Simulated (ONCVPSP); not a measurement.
Logarithmic derivatives: chlorine (Cl), ONCV

ONCVPSP 4.0.1 input, shortened (lines: element, Z, core and valence counts, functional; n l f; lmax; l rc ep ncon nbas qcut; lloc lpopt rc5 dvloc0; l nproj debl; icmod fcfact rcfact), BLYP, scalar-relativistic:

```
  Cl 17.00    1    4  -106131      upf
    1    0    2.00
    2    0    2.00
    2    1    6.00
    3    0    2.00
    3    1    4.00
    2
    0    0.60    0.00    4    8   21.50
    1    0.75    0.00    4    9   23.30
    2    0.60    0.32    4    8   14.90
    2    5    0.60    0.00
    0    2    2.20
    1    2    2.70
    2    0    1.20
    1    0.55    0.00
```

The phase is arctan(r·R′/R) of the radial function R(r), unwrapped; energies in Ha, scanned from -11 to 5 Ha. A pole is an energy at which the radial function vanishes at the test radius. The pseudo phase is shifted by a multiple of π to meet the all-electron one at the reference energy, and phase errors are pseudo minus all-electron; the curves can meet again beyond the range given. Levels narrower than the energy grid can be missing from the lists of poles.

**Question.** For each channel, where are the poles, and over which energies does the pseudopotential scatter like the atom?

**Answer.**

```json
{"channel": "s", "radius (bohr)": "0.61", "reference energy (Ha)": "-1.17", "poles, all-electron": "-4.10", "poles, pseudo": "-4.10", "unbroken range about the reference energy with phases within 0.05 rad": "the whole range", "phase error 1 Ha above the reference energy (rad)": "+0.000"}
{"channel": "p", "radius (bohr)": "0.76", "reference energy (Ha)": "-0.71", "poles, all-electron": "-6.17", "poles, pseudo": "-6.17", "unbroken range about the reference energy with phases within 0.05 rad": "the whole range", "phase error 1 Ha above the reference energy (rad)": "+0.000"}
{"channel": "d", "radius (bohr)": "0.61", "reference energy (Ha)": "0.32", "poles, all-electron": "none", "poles, pseudo": "none", "unbroken range about the reference energy with phases within 0.05 rad": "the whole range", "phase error 1 Ha above the reference energy (rad)": "+0.000"}
```

Phases in the p channel:

| E (Ha) | all-electron | pseudo |
| --- | --- | --- |
| -10.96 | 0.757 | 0.757 |
| -10.52 | 0.633 | 0.633 |
| -10.08 | 0.455 | 0.455 |
| -9.64 | 0.196 | 0.197 |
| -9.20 | -0.155 | -0.155 |
| -8.76 | -0.548 | -0.547 |
| -8.32 | -0.884 | -0.884 |
| -7.88 | -1.128 | -1.128 |
| -7.44 | -1.297 | -1.297 |
| -7.00 | -1.417 | -1.417 |
| -6.56 | -1.507 | -1.507 |
| -6.12 | -1.577 | -1.577 |
| -5.68 | -1.635 | -1.635 |
| -5.24 | -1.684 | -1.684 |
| -4.80 | -1.727 | -1.727 |
| -4.36 | -1.767 | -1.767 |
| -3.92 | -1.804 | -1.804 |
| -3.48 | -1.841 | -1.841 |
| -3.04 | -1.877 | -1.877 |
| -2.60 | -1.913 | -1.913 |
| -2.16 | -1.951 | -1.951 |
| -1.72 | -1.991 | -1.991 |
| -1.28 | -2.035 | -2.035 |
| -0.84 | -2.082 | -2.082 |
| -0.40 | -2.135 | -2.135 |
| 0.04 | -2.194 | -2.194 |
| 0.48 | -2.261 | -2.261 |
| 0.92 | -2.339 | -2.339 |
| 1.36 | -2.430 | -2.429 |
| 1.80 | -2.535 | -2.534 |
| 2.24 | -2.656 | -2.655 |
| 2.68 | -2.795 | -2.794 |
| 3.12 | -2.950 | -2.948 |
| 3.56 | -3.115 | -3.113 |
| 4.00 | -3.283 | -3.281 |
| 4.44 | -3.447 | -3.444 |
| 4.88 | -3.597 | -3.594 |
